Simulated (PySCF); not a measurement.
HIn, charge -1, doublet, at a GFN2-xTB geometry (such geometries of metal compounds can be far from the true shape) (a state made from the parent by changing its charge; the spin is typed, not shown lowest) (core potentials on In) (in this run its highest filled SCF level lies above zero, so its values depend strongly on the basis, on diffuse functions most of all); B3LYP/def2-SVP run with PySCF.

Input for PySCF:
```python
from pyscf import gto, scf, dft

mol = gto.M(
    atom='''
In   -0.00000000   -0.00000000   -0.03576299
H     0.00000000    0.00000000    1.75238670
''',
    basis='def2-svp',
    ecp={'In': 'def2-svp'},
    charge=-1,
    spin=1,
    verbose=4,
)

mf = dft.UKS(mol)
mf.xc = 'b3lyp'
mf.diis_space = 20
mf.kernel()
```

The log (banner, timings and long lists left out):

```
PySCF version 2.14.0

[INPUT] verbose = 4
[INPUT] num. atoms = 2
[INPUT] num. electrons = 23
[INPUT] charge = -1
[INPUT] spin (= nelec alpha-beta = 2S) = 1
[INPUT] symmetry False subgroup None
[INPUT] Mole.unit = angstrom
[INPUT] Symbol           X                Y                Z      unit          X                Y                Z       unit  Magmom
[INPUT]  1 In     0.000000000000   0.000000000000  -0.035762990000 AA    0.000000000000   0.000000000000  -0.067582256496 Bohr   0.0
[INPUT]  2 H      0.000000000000   0.000000000000   1.752386700000 AA    0.000000000000   0.000000000000   3.311530927330 Bohr   0.0

nuclear repulsion = 6.21464829900231
number of shells = 13
number of NR pGTOs = 68
number of NR cGTOs = 31
basis = def2-svp
ecp = {'In': 'def2-svp'}

******** <class 'pyscf.dft.uks.UKS'> ********
method = UKS
initial guess = minao
damping factor = 0
level_shift factor = 0
DIIS = <class 'pyscf.scf.diis.CDIIS'>
diis_start_cycle = 1
diis_space = 20
diis_damp = 0
SCF conv_tol = 1e-09
SCF conv_tol_grad = None
SCF max_cycles = 50
direct_scf = True
direct_scf_tol = 1e-13
number electrons alpha = 12  beta = 11
XC library pyscf.dft.libxc version 7.1.2
    S. Lehtola, C. Steigemann, M. J. T. Oliveira, and M. A. L. Marques,  SoftwareX 7, 1–5 (2018)
XC functionals = b3lyp
    P. J. Stephens, F. J. Devlin, C. F. Chabalowski, and M. J. Frisch,  J. Phys. Chem. 98, 11623 (1994)
radial grids:
    Treutler-Ahlrichs [JCP 102, 346 (1995); DOI:10.1063/1.469408] (M4) radial grids

becke partition: Becke, JCP 88, 2547 (1988); DOI:10.1063/1.454033
pruning grids: <function nwchem_prune>
grids dens level: 3
symmetrized grids: False
atomic radii adjust function: <function treutler_atomic_radii_adjust>
small_rho_cutoff = 0
Set gradient conv threshold to 3.16228e-05
tot grids = 31688
init E= -169.809605402596

cycle= 1 E= -190.07738814124  delta_E= -20.3  |g|= 1.16  |ddm|= 8.59
cycle= 2 E= -189.976406419605  delta_E= 0.101  |g|= 1.48  |ddm|= 4.15
cycle= 3 E= -190.778856906294  delta_E= -0.802  |g|= 0.0279  |ddm|= 1.74
cycle= 4 E= -190.779296252341  delta_E= -0.000439  |g|= 0.0171  |ddm|= 0.122
cycle= 5 E= -190.779659063557  delta_E= -0.000363  |g|= 0.00264  |ddm|= 0.0507
cycle= 6 E= -190.779667322078  delta_E= -8.26e-06  |g|= 0.000375  |ddm|= 0.00804
cycle= 7 E= -190.779667571184  delta_E= -2.49e-07  |g|= 6.01e-05  |ddm|= 0.00224
cycle= 8 E= -190.779667580126  delta_E= -8.94e-09  |g|= 1.41e-05  |ddm|= 0.000375
cycle= 9 E= -190.779667580834  delta_E= -7.08e-10  |g|= 4e-06  |ddm|= 9.33e-05
Extra cycle  E= -190.779667580885  delta_E= -5.12e-11  |g|= 1.94e-06  |ddm|= 1.96e-05
converged SCF energy = -190.779667580885  <S^2> = 0.75165102  2S+1 = 2.0016503
```
